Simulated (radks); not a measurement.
Values are calculated unless marked as measured or tabulated.
Task: Sb16+, 35 electrons, occupied as [Ar] 3d10 4s2 4p5. Level of theory: scalar-relativistic Kohn-Sham, LDA (Slater exchange, VWN5 correlation), spin-polarised, spherical densities, finite nucleus; open shells are filled with parallel spins first (spin-orbit coupling, left out, can overturn this in heavy ions); Fermi nuclear charge, rms radius 4.6802 fm (a radial shooting solver on a logarithmic mesh with Libxc functionals). Some entries of the table are withheld. Estimate them.

orbital  occ.  eigenvalue (eV)  <r> (bohr)
1s up       1        -30671.44     0.02845
1s down     1        -30671.00     0.02845
2s up       1        -5009.272      0.1227
2s down     1        -5008.987      0.1227
2p up       3        -4541.561      0.1071
2p down     3        -4541.173      0.1071
3s up       1        -1287.929      0.3289
3s down     1        -1287.464      0.3288
3p up       3        -1135.355      0.3263
3p down     3        -1134.847      0.3262
3d up       5        -903.8576      0.3014
3d down     5        -903.3658      0.3013
4s up       1        -492.7271         (1)
4s down     1        -490.8026         (2)
4p up       3        -440.4385      0.7524
4p down     2        -438.5387      0.7528

Result: 
(1) 4s up <r> (bohr): 0.7239
(2) 4s down <r> (bohr): 0.7240
